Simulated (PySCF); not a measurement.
## Cost against result

Saddle point of GaH2Br, singlet (GaH₂Br ([GaH2][Br]) → GaH + HBr; bonds formed: Br2–H3; bonds broken: Ga1–Br2, Ga1–H3), PBE0-D4/def2-TZVP structure:

Ga1  (-0.682, 0.149, 0.660)
Br2  (1.538, -0.029, -1.050)
H3  (0.896, 0.701, 0.406)
H4  (-1.751, -0.822, -0.016)
(Å)

Barriers are electronic and count from the start structure reached by relaxing down the imaginary mode.

Computed with PySCF 2.14 with density fitting (its default auxiliary sets; JK sets also for MP2 and CCSD(T)) (basis: as named in each row); correlated methods freeze the cores. Filled d shells of the heavier atoms are correlated. The def2 sets are not built for correlating such inner shells, so the correlated values are less sure here. B3LYP uses VWN-RPA correlation. Extrapolation: Hartree–Fock as exp(−7.88 √X), correlation as X^−2.97.

Times are rough, for one single point on 4 threads of a shared host (Arm Neoverse V1).

The estimate by CCSD(T) at an estimated basis limit (MP2 extrapolated from triple and quadruple zeta, plus CCSD(T) − MP2 in triple zeta) is 2.363 eV.

| method | basis | time (s) | barrier (eV) | method less estimate |
| --- | --- | --- | --- | --- |
| HF | STO-3G | 1 | 4.863 | 2.501 |
| B3LYP-D4 | 6-31G | 2 | 2.176 | -0.187 |
| PBE0-D4 | def2-SVP | 3 | 2.259 | -0.103 |
| PBE-D4 | def2-SVP | 3 | 1.923 | -0.439 |
| SPW92 | def2-TZVPP | 3 | 1.897 | -0.466 |
| MP2 | def2-QZVPP | 4 | 2.477 | 0.115 |
| PBE0-D4 | def2-TZVPP | 4 | 2.237 | -0.126 |
| B3LYP-D4 | def2-TZVPP | 4 | 2.127 | -0.235 |
| BHLYP-D4 | def2-TZVPP | 4 | 2.506 | 0.144 |
| PBE-D4 | def2-TZVPP | 5 | 1.912 | -0.450 |
| r2SCAN-D4 | def2-TZVPP | 8 | 2.191 | -0.171 |
| CCSD(T) | def2-SVP | 8 | 2.545 | 0.183 |
| wB97M-V | def2-TZVPP | 54 | 2.437 | 0.075 |
| CCSD(T) | def2-TZVPP | 120 | 2.474 | 0.112 |

All methods are single points on the PBE0-D4 structures.

No T1 diagnostic of these runs exceeds 0.013. The restricted Hartree–Fock reference is unstable towards an unrestricted one at one or more of these structures.

Labels in which every atom is bracketed show which atoms are joined, not bond orders.
